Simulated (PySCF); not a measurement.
One of the candidates below gave these computed data.

All candidates are C7H16Si2.

| technique | computed result |
| --- | --- |
| NMR, other nuclei | isotropic shieldings of nuclei other than C and H, by class: 369 (1 Si), 425 (1 Si) ppm [GIAO PBE0/pcSseg-1] |
| 1H NMR | chemical shifts (computed TMS as zero) by class: 6.30 (1 H), 5.51 (1 H), 5.28 (1 H), 4.01 (2 H), 3.88 (3 H), 2.09 (2 H), 0.48 (2 H), 0.41 (2 H), 0.22 (2 H) ppm [GIAO PBE0/pcSseg-1] |
| Dipole | 1.22 D [PBE0/pcSseg-1] |
| 13C NMR | chemical shifts (computed TMS as zero) by class: 150.3 (1 C), 121.7 (1 C), 49.8 (1 C), 12.7 (2 C), 8.2 (1 C), -9.5 (1 C) ppm [GIAO PBE0/pcSseg-1] |
| Rotational structure | rotational constants A, B, C: 1.478, 0.703, 0.536 GHz [GFN2-xTB] |

Electronic properties: PySCF, gas phase, density fitting. Levels stand in brackets. Isolated species at its GFN2-xTB geometry (one conformer only). Each NMR value is the plain mean over a class of atoms that symmetry, rotation or inversion makes alike.

Question: Which candidate is it?
A. `CCC[SiH2]C#C[SiH2]CC`
B. `C=CCC1([SiH2]C[SiH3])CC1`
C. `[SiH3]/C=C\[SiH2]C1CCCC1`
D. `C[SiH](C)CCC#CC[SiH3]`

Answer: B. It is `C=CCC1([SiH2]C[SiH3])CC1`. Numbering: `[CH2:1]=[CH:2][CH2:3][C:4]1([SiH2:5][CH2:6][SiH3:7])[CH2:8][CH2:9]1`. Its formula, C7H16Si2, gives 2 degrees of unsaturation: 1 ring and 1 π bond in the structure found. 7 carbons fall into 6 classes; from least to most shielded: alkene CH carbon [C2] (150.3 ppm), terminal =CH2 carbon [C1] (121.7 ppm), allylic carbon [C3] (49.8 ppm), three-membered-ring carbon [C8/C9] (12.7 ppm, 2 C, up to 5.2 ppm apart in this geometry), ring sp3 carbon bound to silicon [C4] (8.2 ppm), chain sp3 carbon bound to silicon [C6] (-9.5 ppm). Hydrogen classes from least to most shielded: 1 H on an alkene CH carbon, C2 (6.30 ppm), 1 H on a terminal =CH2 carbon, C1 (5.51 ppm), 1 H on a terminal =CH2 carbon, C1 (5.28 ppm), 2 H on an SiH2 silicon, Si5 (4.01 ppm, a mean of values up to 0.9 ppm apart in this geometry), 3 H on an SiH3 silicon, Si7 (3.88 ppm), 2 H on an allylic carbon, C3 (2.09 ppm, a mean of values up to 1.5 ppm apart in this geometry), 2 H on 2 three-membered-ring carbons, C8/C9 (0.48 ppm), 2 H on 2 three-membered-ring carbons, C8/C9 (0.41 ppm), 2 H on an sp3 carbon bound to silicon, C6 (0.22 ppm, a mean of values up to 0.7 ppm apart in this geometry). The other shieldings belong to: 369 ppm, SiH2 silicon [Si5]; 425 ppm, SiH3 silicon [Si7]. The optimised geometry has point group C1 and is an asymmetric top.

The others, at the same levels:
- `[SiH3]/C=C\[SiH2]C1CCCC1` fails: it has 5 carbon classes against 6; its computed 13C shifts are 159.9 (1 C), 149.1 (1 C), 34.4 (2 C), 29.3 (1 C), 27.8 (2 C) ppm, 1H shifts are 7.54 (1 H), 7.23 (1 H), 4.34 (2 H), 4.20 (3 H), 1.92 (2 H), 1.86 (2 H), 1.67 (2 H), 1.23 (2 H), 0.84 (1 H) ppm and rotational constant A is 2.075 GHz (against 1.478 GHz).
- `CCC[SiH2]C#C[SiH2]CC` fails: it has 7 carbon classes against 6; its computed 13C shifts are 117.9 (1 C), 117.5 (1 C), 22.9 (1 C), 21.1 (1 C), 18.1 (1 C), 11.3 (1 C), 8.4 (1 C) ppm, 1H shifts are 4.43 (2 H), 4.39 (2 H), 1.55 (2 H), 1.28 (3 H), 1.15 (3 H), 0.83 (2 H), 0.69 (2 H) ppm and rotational constant A is 1.949 GHz (against 1.478 GHz).
- `C[SiH](C)CCC#CC[SiH3]` fails: its computed 13C shifts are 88.8 (1 C), 84.7 (1 C), 18.0 (1 C), 17.8 (1 C), -0.2 (1 C), -0.5 (2 C) ppm, 1H shifts are 4.36 (1 H), 3.97 (3 H), 2.53 (2 H), 1.82 (2 H), 0.78 (2 H), 0.22 (6 H) ppm and rotational constant A is 1.686 GHz (against 1.478 GHz).

Each candidate is one conformer, not necessarily the lowest. Dipoles, sizes and rotational constants follow the conformer. The torsions of the flexible species, by atom-mapped SMILES:
- `[CH2:1]=[CH:2][CH2:3][C:4]1([SiH2:5][CH2:6][SiH3:7])[CH2:8][CH2:9]1`: C1–C2–C3–C4 -122°, C2–C3–C4–Si5 65°, C3–C4–Si5–C6 -77°, C4–Si5–C6–Si7 -178°
- `[CH3:1][CH2:2][CH2:3][SiH2:4][C:5]#[C:6][SiH2:7][CH2:8][CH3:9]`: C1–C2–C3–Si4 178°, C2–C3–Si4–C5 -61°, C6–Si7–C8–C9 -61°
- `[CH3:1][SiH:2]([CH3:3])[CH2:4][CH2:5][C:6]#[C:7][CH2:8][SiH3:9]`: C1–Si2–C4–C5 173°, Si2–C4–C5–C6 73°

The conformers of `[SiH3]/C=C\[SiH2]C1CCCC1` aren't listed.
